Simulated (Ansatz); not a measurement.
[TcNCl4]2- (TcNCl4²⁻). Charge -2, multiplicity 1. Geometry PBE0-D4/def2-SVPD.

```
atom   x (Å)   y (Å)   z (Å)
 Tc1   0.088  -0.110   0.003
  N2   1.081  -1.344   0.035
 Cl3   1.161   1.570   1.423
 Cl4  -1.437  -0.506   1.876
 Cl5  -1.746  -0.843  -1.442
 Cl6   0.852   1.234  -1.894
```

In the def2 sets Tc takes a core potential; there is no spin–orbit coupling. A multiply charged anion in the gas phase is held together partly by the finite basis. Removing one electron lowers the energy by 0.78 eV at PBE0-D4/def2-TZVPD, so it isn't bound. At HF/def2-TZVPD the restricted singlet is unstable: a solution with broken spin symmetry lies lower. At PBE-D4/def2-TZVPD, BLYP-D4/def2-TZVPD, r2SCAN-D4/def2-TZVPD the highest occupied level of the charge -2 singlet lies above zero (up to 3.81 eV). By energy differences it is unbound by 0.78 eV (vertical, against the charge -1 doublet, at PBE0-D4/def2-TZVPD) and held by the finite basis.

Estimate the orbital energies around the gap (eV) in Ansatz with HF/def2-TZVPD, PBE-D4/def2-TZVPD, BLYP-D4/def2-TZVPD, r2SCAN-D4/def2-TZVPD, ωB97M-V/def2-TZVPD.


```
orbital  HF/def2-TZVPD  PBE-D4/def2-TZVPD  BLYP-D4/def2-TZVPD  r2SCAN-D4/def2-TZVPD  ωB97M-V/def2-TZVPD
HOMO−13          -6.01              -1.14               -0.98                 -1.44               -5.13
HOMO−12          -5.93              -0.63               -0.46                 -0.90               -4.34
HOMO−11          -5.33              -0.48               -0.34                 -0.79               -4.29
HOMO−10          -4.84              -0.11                0.05                 -0.44               -4.18
 HOMO−9          -4.43               0.13                0.29                 -0.17               -3.50
 HOMO−8          -4.42               0.13                0.30                 -0.16               -3.49
 HOMO−7          -3.88               0.79                0.92                  0.48               -2.94
 HOMO−6          -3.31               1.15                1.29                  0.86               -2.43
 HOMO−5          -3.30               1.15                1.29                  0.86               -2.43
 HOMO−4          -3.23               1.24                1.38                  0.94               -2.35
 HOMO−3          -2.98               1.40                1.54                  1.12               -2.15
 HOMO−2          -2.97               1.41                1.55                  1.13               -2.14
 HOMO−1          -2.59               1.87                2.01                  1.59               -1.70
   HOMO          -2.23               3.77                3.81                  3.50               -0.47
   LUMO           7.17               5.44                5.53                  5.67                6.47
 LUMO+1           7.45               5.65                5.68                  6.02                6.77
 LUMO+2           7.45               5.77                5.82                  6.02                6.77
 LUMO+3           7.62               5.77                5.82                  6.18                6.90
 LUMO+4           8.42               6.27                6.33                  6.68                7.74
 LUMO+5           9.11               6.27                6.33                  6.68                8.30
```
